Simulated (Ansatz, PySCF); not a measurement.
methoxyethene (C₃H₆O), SMILES C=COC. Atoms are numbered in the order given.

```xyz
10

C      1.8566    -0.0570    -0.3124
C      0.6412    -0.1918     0.2261
O     -0.4849     0.2550    -0.3780
C     -1.6935     0.0429     0.3166
H      1.9932     0.4291    -1.2810
H      2.7299    -0.4365     0.2184
H      0.4938    -0.6796     1.2000
H     -2.5012     0.4571    -0.3018
H     -1.6993     0.5563     1.2962
H     -1.8895    -1.0332     0.4800
```
Charge 0, spin multiplicity 1.

Geometry optimised at B3LYP-D3(BJ)/def2-SVP. One conformer was computed; it need not be the lowest.

Two levels are set side by side: PBE-D3(BJ)/def2-SVP (Ansatz, a first-principles code) and B3LYP-D3(BJ)/def2-SVP (Ansatz). Each level has its own optimised geometry; the coordinates shown are those of the second. Frequencies come from the Hessian of PySCF at each geometry. Differences are taken from unrounded values.

```json
[
 {"quantity": "mean bond length (Å)", "B3LYP-D3(BJ)": "1.188"},
 {"quantity": "bond C1–C2 (Å)", "B3LYP-D3(BJ)": "1.336"},
 {"quantity": "bond C2–O3 (Å)", "B3LYP-D3(BJ)": "1.354"},
 {"quantity": "bond O3–C4 (Å)", "B3LYP-D3(BJ)": "1.410"},
 {"quantity": "bond C1–H5 (Å)", "B3LYP-D3(BJ)": "1.092"},
 {"quantity": "bond C1–H6 (Å)", "B3LYP-D3(BJ)": "1.090"},
 {"quantity": "bond C2–H7 (Å)", "B3LYP-D3(BJ)": "1.099"},
 {"quantity": "bond C4–H8 (Å)", "B3LYP-D3(BJ)": "1.098"},
 {"quantity": "bond C4–H9 (Å)", "B3LYP-D3(BJ)": "1.106"},
 {"quantity": "bond C4–H10 (Å)", "B3LYP-D3(BJ)": "1.106"},
 {"quantity": "highest harmonic wavenumber (cm⁻¹)", "B3LYP-D3(BJ)": "3268"},
 {"quantity": "mean harmonic wavenumber (cm⁻¹)", "B3LYP-D3(BJ)": "1535"},
 {"quantity": "zero-point energy (kcal/mol)", "B3LYP-D3(BJ)": "52.66"}
]
```

Problem. What does PBE-D3(BJ) give, and how far is it from B3LYP-D3(BJ)? (The exact figures need the calculation; the answer reports its results.)

Solution. 
| quantity | PBE-D3(BJ) | PBE-D3(BJ) minus B3LYP-D3(BJ) |
|---|---|---|
| mean bond length (Å) | 1.196 | 0.008 |
| bond C1–C2 (Å) | 1.346 | 0.010 |
| bond C2–O3 (Å) | 1.359 | 0.005 |
| bond O3–C4 (Å) | 1.416 | 0.006 |
| bond C1–H5 (Å) | 1.100 | 0.008 |
| bond C1–H6 (Å) | 1.097 | 0.007 |
| bond C2–H7 (Å) | 1.108 | 0.009 |
| bond C4–H8 (Å) | 1.106 | 0.008 |
| bond C4–H9 (Å) | 1.114 | 0.008 |
| bond C4–H10 (Å) | 1.114 | 0.008 |
| highest harmonic wavenumber (cm⁻¹) | 3213 | -56 |
| mean harmonic wavenumber (cm⁻¹) | 1492 | -43 |
| zero-point energy (kcal/mol) | 51.20 | -1.46 |

GGA bonds tend to be longer and softer than those of functionals with exact exchange. Differences between two approximate levels are no errors against the true value.
